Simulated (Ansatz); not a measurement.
`F[SiH](Cl)C[SiH3]` + `[CH3][GeH2][F]` → `[F][GeH2][CH2][SiH3]` + `C[SiH](F)Cl`  (formal exchange of groups at the Si–C bond)

Gas-phase electronic energies from Ansatz, PBE0-D4/def2-TZVP geometries. CCSD(T)/CBS is the MP2 limit (def2-TZVPP, def2-QZVPP) plus CCSD(T) − MP2 in def2-TZVPP, frozen cores. DFT in def2-TZVPP. B3LYP here is the variant with VWN-RPA as its local correlation; programs differ in this. For Ge outer-core shells are correlated without core-valence functions, which leaves a few kJ/mol of doubt a bond. Scalar relativity is left out up to krypton. One conformer a species, not always the lowest.

```csv
level,ΔE (eV)
PBE,0.01
B3LYP,0.01
HF/def2-TZVPP,0.01
CCSD/CBS(def2),0.00
```

(1) What does CCSD(T)/CBS give? (An estimate is asked.)

Largest T1 diagnostic among the species: 0.011.

Results:

(1) The calculation gave: 0.00 eV. The listed levels differ from it by 0.01, 0.01, 0.01, 0.00 eV.
